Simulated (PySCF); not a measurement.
## A thermochemical cycle for LiBe

PBE in PySCF with def2-SVPD on every atom, for the lowest determinant that a PBE0 search found; no spin–orbit coupling. LiBe, a doublet (σ ↑), has De = 0.62 eV to neutral atoms, and LiBe⁺, a singlet (closed shell), has De = 0.69 eV to Li⁺ + Be.

The adiabatic ionisation energy of LiBe, between the minima, is 5.43 eV.

Problem. Which ionisation energy of the Li atom does this level give?

Solution. IE(Li) = IE(molecule) + De(ion) − De(neutral) = 5.43 + 0.69 − 0.62 = 5.50 eV; the measured value is 5.392 eV (NIST ASD).

Closed-shell solutions of metal pairs were not tested for spin polarisation, which can lower them a little. For an ion De counts to the pair picked by the measured ionisation energies or electron affinities, which need not be the lowest pair at this level. States were picked by a PBE0 search and need not be the measured ground states.
